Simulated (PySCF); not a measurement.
C5H5Cl, SMILES C#C/C(C)=C/Cl.

Geometry: PBE-D3(BJ)/def2-SVP. The structure was generated by enumeration; whether it is a known compound was not checked.

Computed with PySCF with TDA-CAM-B3LYP/def2-SVPD.

Vertical excitations. Gas-phase values at a fixed geometry. State labels are in the subgroup Cs.

Computed lowest excited states:
| state | symmetry | energy (eV) | λ (nm) | f | main pairs |
|---|---|---|---|---|---|
| S1 | A" | 5.46 | 227 | 0.000 | HOMO−1→LUMO 88 % |
| S2 | A' | 5.57 | 223 | 0.395 | HOMO→LUMO 76 % |
| S3 | A" | 5.75 | 216 | 0.000 | HOMO→LUMO+1 54 %, HOMO→LUMO+2 15 %, HOMO→LUMO+5 11 % |
| S4 | A" | 6.56 | 189 | 0.013 | HOMO→LUMO+2 73 %, HOMO→LUMO+1 20 % |
| S5 | A" | 6.85 | 181 | 0.001 | HOMO→LUMO+5 36 %, HOMO−3→LUMO+1 13 %, HOMO→LUMO+1 11 %, HOMO→LUMO+4 10 % |
| S6 | A" | 6.96 | 178 | 0.000 | HOMO−2→LUMO 93 % |
| S7 | A' | 7.05 | 176 | 0.355 | HOMO−3→LUMO 55 %, HOMO→LUMO 14 %, HOMO−1→LUMO+1 10 %, HOMO−1→LUMO+5 8 % |
| S8 | A" | 7.57 | 164 | 0.006 | HOMO→LUMO+3 79 % |
| S9 | A" | 7.60 | 163 | 0.005 | HOMO→LUMO+4 68 %, HOMO→LUMO+5 19 % |
| S10 | A' | 7.86 | 158 | 0.025 | HOMO→LUMO+8 45 %, HOMO−3→LUMO 22 %, HOMO−1→LUMO+1 10 %, HOMO→LUMO+6 10 % |
| T1 | A' | 3.14 | 394 | 0 | HOMO→LUMO 93 % |
| T2 | A" | 5.02 | 247 | 0 | HOMO−1→LUMO 61 %, HOMO→LUMO+1 14 % |
| T3 | A' | 5.24 | 237 | 0 | HOMO−3→LUMO 31 %, HOMO−1→LUMO+1 17 %, HOMO−1→LUMO+5 17 %, HOMO→LUMO+8 9 % |
| T4 | A" | 5.46 | 227 | 0 | HOMO→LUMO+1 43 %, HOMO−1→LUMO 28 %, HOMO→LUMO+2 12 % |
Triplets are in the Tamm–Dancoff approximation.
